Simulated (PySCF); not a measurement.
## O²⁺: ionisation energy

O²⁺ [He] 2s2 2p2 (3P) → O³⁺ [He] 2s2 2p1 (2P), as a difference of total energies. Calculation: PySCF 2.14, in aug-cc-pwCVDZ (5s4p2d, 27 functions); no relativity, point nucleus. Correlated levels: valence: 1s2 frozen. The calculations carry no spin-orbit coupling.

```tsv
method	ionisation energy (eV)
UHF	54.520
MP2 (valence)	54.706
SCS-MP2 (valence)	54.591
CCSD (valence)	54.474
CCSD(T) (valence)	54.479
CCSDT (valence)	54.480
```

Problem. How much does correlation contribute at CCSD(T) (valence)?

Solution. 54.479 − (54.520) = -0.041 eV, measured against UHF.

Errors of the correlated levels include the incompleteness of this basis and the frozen core.

For comparison: 54.936 eV (semi-empirical (NIST evaluation); NIST Atomic Spectra Database, ionization energies).
